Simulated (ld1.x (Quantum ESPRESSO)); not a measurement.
The numbers below are computed, except where a source is named.
# Pseudopotentials across the periodic table

Generated with ld1.x 7.5 (TM, RRKJ, ultrasoft, PAW), atompaw 4.2 or ONCVPSP 4.0.1. The cutoff is in Ry: for ld1.x and atompaw files where the sum of valence levels is converged to 10 mRy in a Bessel basis, for ONCV files where the hardest occupied wave has 1 mHa per electron of residual kinetic energy. The error is the largest all-electron minus pseudo excitation energy over each file’s own four to seven test configurations (ionisations up to +4, promotions, holes and added fractions of an electron), all of which were solved. The labels leave out finer settings (local radius, basis sizes, second energies), which also bear on the numbers. Spin-polarised tests are not counted. The rows are a selection from randomly drawn settings: files with unsolved tests, undetermined cutoffs or missed reference levels are left out.

A true bound ghost makes a file unfit for plane-wave use even where its test errors are small: the radial tests pick states by their node count and pass the ghost by.

```csv
element,potential,cutoff (Ry),largest error (meV),bound ghosts
N,"TM, PBE, scalar-relativistic, rc 0.75/1.55/1.65 (spd), local p, core correction yes, reference 2s1.5 2p3.5",90,+1154,none
S,"ultrasoft, PBE, scalar-relativistic, rc 1.40/1.15/1.05 (spd), local smoothed, core correction yes, reference 3s1.5 3p4.5",18,-2.0,p
Ca,"ultrasoft, LDA (PZ), scalar-relativistic, rc 1.75/2.05/2.80 (spd), local smoothed, core correction no, reference 3s2 3p6 3d0 4s2 4p0",21,+2.4,none
Mn,"TM, PBEsol, scalar-relativistic, rc 1.95/3.20/1.10 (spd), local s, core correction no, reference 3d5 4s2 4p0",160,-1551,none
Zr,"TM, PBEsol, scalar-relativistic, rc 2.40/2.55/1.45 (spd), local smoothed, core correction yes, reference 4d1 5s0 5p0",30,-400,"s, p"
Pt,"RRKJ, PBE, scalar-relativistic, rc 2.20/3.75/1.95 (spd), local s, core correction yes, reference 5d9 6s1 6p0",40,-372,none
```

(1) Fill in the row for Ar: TM semilocal, PBEsol, scalar-relativistic, rc 0.85/0.95/0.90 (spd), local p, core correction yes, reference 3s2 3p3.

Results:

(1) cutoff 180 Ry, largest error +131 meV, bound ghosts: none.
